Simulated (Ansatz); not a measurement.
`[AlH2][SiH2][GeH3]` + `O[SiH2]O[SiH2]S` → `O[SiH2][O][AlH2]` + `S[SiH2][SiH2][GeH3]`  (redistribution)

Calculated with Ansatz (gas phase, PBE0-D4/def2-TZVP geometries, no zero-point term in ΔE). CBS: MP2 limit from def2 TZ/QZ plus the TZ coupled-cluster correction, frozen cores. Functionals use def2-TZVPP. B3LYP here is the variant with VWN-RPA as its local correlation; programs differ in this. For Ge outer-core shells are correlated without core-valence functions, which leaves a few kJ/mol of doubt a bond. Scalar relativity is left out up to krypton. Each species was taken in one conformer, which may not be the lowest.

| level | ΔE (kJ/mol) | difference from CCSD(T)/CBS |
| --- | --- | --- |
| PBE-D4 | -40.0 | 1.4 |
| r2SCAN-D4 | -41.0 | 0.4 |
| PBE0-D4 | -38.7 | 2.7 |
| B3LYP-D4 | -42.0 | -0.6 |
| ωB97M-V | -40.5 | 0.9 |
| B2PLYP | -43.0 | -1.6 |
| PBE | -40.2 | 1.2 |
| r2SCAN | -40.9 | 0.5 |
| PBE0 | -38.8 | 2.6 |
| HF/def2-TZVPP | -36.4 | 5.0 |
| MP2/def2-TZVPP | -44.4 | -3.0 |
| SCS-MP2/def2-TZVPP | -43.1 | -1.7 |
| CCSD(T)/def2-TZVPP | -40.5 | 0.9 |
| MP2/def2-QZVPP | -45.1 | -3.7 |
| SCS-MP2/def2-QZVPP | -43.7 | -2.3 |
| CCSD/CBS(def2) | -41.2 | 0.2 |
| CCSD(T)/CBS | -41.4 | 0 |

Largest T1 diagnostic among the species: 0.012.

In def2-TZVPP, CCSD(T) changes the Hartree–Fock value by −4.1 kJ/mol (the triples alone add −0.2 kJ/mol) and MP2 by −8.0 kJ/mol.
